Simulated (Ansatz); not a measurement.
A geometry relaxed with PBE0-D3(BJ)/def2-TZVP (Ansatz, a quantum-chemistry and plane-wave program), charge 0, multiplicity 1:

```xyz
4

Sb     0.0028    -0.0050     0.7211
H     -0.4018     1.3545    -0.2295
H      1.3711    -0.3276    -0.2479
H     -0.9721    -1.0220    -0.2436
```

Task: Write the SMILES of this molecule.

Result: `[SbH3]`
